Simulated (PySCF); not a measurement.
C8H9N.
Z-matrix (Å and degrees, PBE0-D3(BJ)/def2-SVP geometry), rows numbered from 1:
```
C 
C   1  1.3919
C   2  1.4012  1  119.30
C   3  1.4817  2  122.95  1   179.97
C   4  1.5089  3  120.96  2   -35.62
C   5  1.4891  4   60.42  3   110.00
C   3  1.3989  2  116.53  1     0.00
C   7  1.3934  3  119.49  2     0.02
N   8  1.3297  7  123.79  3    -0.04
H   1  1.0966  2  119.64  3   179.98
H   2  1.0930  1  119.38  3  -179.99
H   4  1.0937  3  113.53  2   179.64
H   5  1.0929  4  117.54  6   109.17
H   5  1.0937  4  117.08  6  -109.07
H   6  1.0937  4  117.07  5   109.10
H   6  1.0929  4  117.52  5  -109.22
H   7  1.0929  3  120.41  2   179.99
H   8  1.0966  7  119.73  3   179.95
```

The closed-shell ground state was solved at several levels (PySCF, density fitting, gas phase, non-relativistic).

```tsv
level	basis functions	HOMO (eV)	LUMO (eV)	gap (eV)	dipole (D)
PBE0/pcSseg-1	198	-7.30	-0.68	6.62	3.08
CAM-B3LYP/def2-SVPD	252	-8.69	0.35	9.04	3.13
```

What might wB97X-D/pcSseg-1 (198 basis functions) give for the same quantities?

HOMO -9.23 eV, LUMO 1.04 eV, gap 10.27 eV, dipole 3.09 D.

Over all these levels, which gives the widest orbital gap and which the narrowest?

wB97X-D/pcSseg-1 (range-separated hybrid) has the widest, 10.27 eV, and PBE0/pcSseg-1 (global hybrid, 25 % exact exchange) the narrowest, 6.62 eV. The two share the basis. From the narrowest to the widest the HOMO moves by -1.93 eV and the LUMO by +1.72 eV.

How far do the dipole and the HOMO energy spread over the levels?

The dipole runs from 3.08 to 3.13 D (mean 3.10 D) and the HOMO from -9.23 to -7.30 eV.

One conformer stands for the species.
